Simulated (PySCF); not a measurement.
**Unknown compound**

An unknown has the formula C$_{6}$H$_{2}$F$_{4}$. Its calculated NMR data are:

$^{1}$H NMR (400 MHz, computed): δ 6.70 (m, 2H).

$^{13}$C{$^{1}$H} NMR (computed): δ 154.4 (C, m, 2C), 148.3 (C, m, 2C), 111.4 (CH, m, 2C).

Non-relativistic Hamiltonian, fast rotation and ring inversion assumed for equivalent nuclei, a single conformation, isolated molecule. Coordinates at the PBE0-D3(BJ)/def2-SVP level; J couplings at B3LYP/pcJ-1 (spin–dipole term only in couplings to heteroatoms); GIAO PBE/pcSseg-1 shieldings; PySCF 2.14.

Chemical shifts δ = σref − σ; $^{1}$H, $^{13}$C vs TMS, all at this level.

**Question.** Deduce the structure.

**Answer.** 
1. Rings plus π bonds: 4 (1 ring in the answer).
2. 3 carbon signals for 6 carbons: some carbons are equivalent by symmetry or fast rotation.
3. Carbon types of the structure: 4 × C, 2 × CH, which accounts for all hydrogens.
4. δC 154.4, 148.3: aromatic carbon bearing fluorine; an ipso carbon deshielded by its heteroatom.
5. δC 111.4: aromatic CH.
6. δH 6.70: hydrogen on an aromatic CH; ring-current deshielding.

The compound is `InChI=1S/C6H2F4/c7-3-1-2-4(8)6(10)5(3)9/h1-2H`.

This is the structure that produced the data.

C–F couplings over four or more bonds (about 3 Hz to the para carbon of a fluoroarene) are left out. Common functionals overestimate the size of one-bond C–F couplings by tens of Hz; these are unscaled. Multiplet labels drop couplings under 1 Hz and merge nearly equal ones. Couplings among chemically equivalent protons are left out too, so labels in AA′BB′ or AA′XX′ sets are apparent multiplicities. Shifts are as computed. Against solution values, carbons near 30 ppm lie about +2 ppm off and those near 130 ppm about +2 ppm. Of 1211 compounds with measured shifts, 218 miss one by over three times the rms of a fit or turn the order of signals round; such compounds aren't used in these exercises.
